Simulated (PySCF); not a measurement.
**Shapes and spin states of CoCl₃**

Computed with PySCF, B3LYP, basis Co def2-SVP, Cl def2-SVP (no relativity, density fitting).

Relaxations began from a few typed shapes and spin states; open shells are unrestricted. The search is not exhaustive: other isomers or separated fragments can lie lower, and high-lying points may rest on an excited occupation.

Q: Order these stationary points by electronic energy, lowest first, in kJ/mol from the lowest minimum.
A. singlet (closed shell, unstable to spin polarisation) C2v: Co–Cl 2.080 Å (×2), Co–Cl 2.128 Å; Cl–Co–Cl 99.7° (×2), Cl–Co–Cl 160.7°
B. triplet C2v: Co–Cl 2.121 Å (×2), Co–Cl 2.128 Å; Cl–Co–Cl 101.8° (×2), Cl–Co–Cl 156.5°
C. quintet D3h: Co–Cl 2.121 Å (×3); Cl–Co–Cl 120.0° (×3)
D. triplet (⟨S²⟩ 2.40) Cs: Co–Cl 2.124 Å, Co–Cl 2.132 Å (×2); Cl–Co–Cl 112.5° (×2), Cl–Co–Cl 133.8°
E. singlet (closed shell, unstable to spin polarisation) D3h: Co–Cl 2.040 Å (×3); Cl–Co–Cl 120.0° (×3)
F. singlet (closed shell, unstable to spin polarisation) C3v: Co–Cl 2.070 Å (×3); Cl–Co–Cl 110.0° (×3)

A: C (0.0), D (73.6), B (78.9), F (158.2), A (216.7), E (259.9).

Q: Which of them are minima?

A: By energy in kJ/mol, 0.0: minimum; 73.6: saddle point, 1 imaginary mode; 78.9: not settled, its softest mode being under 30 cm⁻¹; 158.2: minimum of the closed-shell surface only; 216.7: saddle point, 1 imaginary mode; 259.9: minimum of the closed-shell surface only.

Formally Co is in oxidation state +3, d6, with 4 unpaired electrons (the high-spin count). The Mulliken spin on Co is 2.83. The polar-tensor charge on Co, 1.25, is far below the formal one.

For the lowest minimum: open d and f shells are described by one determinant, and the ground state may have another occupation or spin.
